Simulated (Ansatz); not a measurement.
`[F][Y]([F])[Cl]` + NH₃ → `[NH2][Y]([F])[F]` + HCl at 500 K and 1 bar (ligand exchange at a Y–Cl bond).

Program: Ansatz. Geometries: PBE0-D4/def2-TZVP. ΔE: electronic, gas phase. CCSD(T)/CBS is the MP2 limit (def2-TZVPP, def2-QZVPP) plus CCSD(T) − MP2 in def2-TZVPP, frozen cores. This one scheme is used for every species. Elements past krypton have def2 core potentials. For Y outer-core shells are correlated without core-valence functions, which leaves a few kJ/mol of doubt a bond. Each species was taken in one conformer, which may not be the lowest.

```
           species  CCSD(T)/CBS energy (Eh)  H − E (kJ/mol)  S (J/(mol·K))
 `[F][Y]([F])[Cl]`               -697.87737            44.0          377.5
               NH₃                -56.50880           108.2          211.8
`[NH2][Y]([F])[F]`               -293.95464           110.9          386.5
               HCl               -460.38127            32.5          201.9
```

H − E and S are ideal-gas, rigid-rotor, harmonic terms from PBE0-D4/def2-TZVP, for one conformer and one mirror image of each species. 1 Eh = 2625.50 kJ/mol, R = 8.31446 J/(mol·K).

**Question.** By hand: ΔE, ΔH, ΔS and ΔG.

**Answer.** ΔE = (-293.95464) + (-460.38127) − (-697.87737) − (-56.50880) = 0.05026 Eh = 132.0 kJ/mol. Δ(H − E) = 110.9 + 32.5 − 44.0 − 108.2 = -8.8, so ΔH = 123.2 kJ/mol. ΔS = 386.5 + 201.9 − 377.5 − 211.8 = -0.9 J/(mol·K). ΔG = 123.2 − 500 × (-0.9)/1000 = 123.7 kJ/mol.

**Question.** By hand: the equilibrium constant, and the temperature at which ΔG would vanish if ΔH and ΔS stayed fixed.

**Answer.** log₁₀ K = −ΔG/(RT ln 10) = -12.9. ΔH and −TΔS have one sign here, so there is no such temperature.

The number of gas molecules stays the same, so ΔS is small and ΔH decides. A doubt of 5 kJ/mol in ΔE shifts log₁₀ K by 0.5 here. Other conformers and mirror images would add mixing entropy, several J/(mol·K) or more a flexible species. Modes under 60 cm⁻¹, often nearly free rotors, make the harmonic entropy too high. These are equilibria of isolated gas molecules and say nothing of rates. Largest T1 diagnostic: 0.014 (customary marks: 0.02 for closed shells, 0.045 for open ones).

ΔS is within the doubt of such terms, so its sign, and with it that verdict, could turn.
